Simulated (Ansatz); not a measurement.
Consider the cleavage of the Al–B bond: `C[SiH2][B]([AlH2])[SiH3]` + `CB[TeH]` → `CB[Te][AlH2]` + `C[SiH2]B[SiH3]`.

Gas-phase electronic energies from Ansatz, PBE0-D4/def2-TZVP geometries. CCSD(T)/CBS adds triple-zeta CCSD(T) − MP2 to the extrapolated MP2 energy (def2 sets, frozen cores). Elements past krypton have def2 core potentials. For Te outer-core shells are correlated without core-valence functions, which leaves a few kJ/mol of doubt a bond. One conformer a species, not always the lowest.

`C[SiH2][B]([AlH2])[SiH3]`:

Z-matrix (Å, degrees):
```
C
Si 1 1.887
H 1 1.092 2 111.3
H 1 1.092 2 109.7 3 -119.7
H 1 1.092 2 110.9 3 120.8
B 2 2.004 1 105.0 3 -60.1
H 2 1.493 1 109.0 3 62.9
H 2 1.493 1 109.5 3 179.5
Si 6 1.996 2 114.0 1 -83.9
Al 6 2.089 2 122.3 1 95.0
H 9 1.491 6 114.3 2 26.1
H 9 1.490 6 116.3 2 152.8
H 9 1.497 6 102.4 2 -90.2
H 10 1.593 6 119.6 2 -82.6
H 10 1.592 6 121.1 2 96.4
```

`CB[TeH]`:

Z-matrix (Å, degrees):
```
C
B 1 1.554
H 1 1.097 2 109.3
H 1 1.097 2 109.1 3 -114.3
H 1 1.090 2 115.7 3 122.9
Te 2 2.120 1 125.5 3 -123.3
H 2 1.197 1 121.7 3 56.7
H 6 1.661 2 96.0 1 0.1
```

`CB[Te][AlH2]`:

Z-matrix (Å, degrees):
```
C
B 1 1.550
H 1 1.089 2 116.8
H 1 1.098 2 108.4 3 123.0
H 1 1.097 2 108.9 3 -123.7
Te 2 2.155 1 127.8 3 -1.4
H 2 1.197 1 120.5 3 179.0
Al 6 2.534 2 100.5 1 0.8
H 8 1.583 6 121.6 2 0.5
H 8 1.583 6 116.5 2 -179.6
```

`C[SiH2]B[SiH3]`:

Cartesian coordinates in Å:
```
C -1.122 -0.586 1.484
Si 0.271 0.649 1.256
B 1.155 0.621 -0.544
Si 0.329 -0.240 -2.156
H -1.879 -0.465 0.706
H -0.746 -1.610 1.430
H -1.607 -0.456 2.454
H 1.260 0.509 2.364
H -0.274 2.043 1.335
H 2.229 1.140 -0.656
H 0.786 -1.664 -2.086
H 0.760 0.314 -3.468
H -1.160 -0.255 -2.119
```

| species | MP2/def2-QZVPP energy (Eh) |
| --- | --- |
| `C[SiH2][B]([AlH2])[SiH3]` | -888.83166 |
| `CB[TeH]` | -333.43086 |
| `CB[Te][AlH2]` | -576.05398 |
| `C[SiH2]B[SiH3]` | -646.25424 |

(1) Work out ΔE.

Largest T1 diagnostic among the species: 0.014.

## Answers

(1) ΔE = (-576.05398) + (-646.25424) − (-888.83166) − (-333.43086) = -0.04570 Eh = -28.7 kcal/mol. CCSD(T)/CBS gives -26.1 kcal/mol.

In def2-TZVPP, CCSD(T) changes the Hartree–Fock value by +4.1 kcal/mol (the triples alone add +0.4 kcal/mol) and MP2 by +1.1 kcal/mol. From PBE to PBE0 (25 % exact exchange), in def2-TZVPP and without D4, ΔE moves by −1.7 kcal/mol.
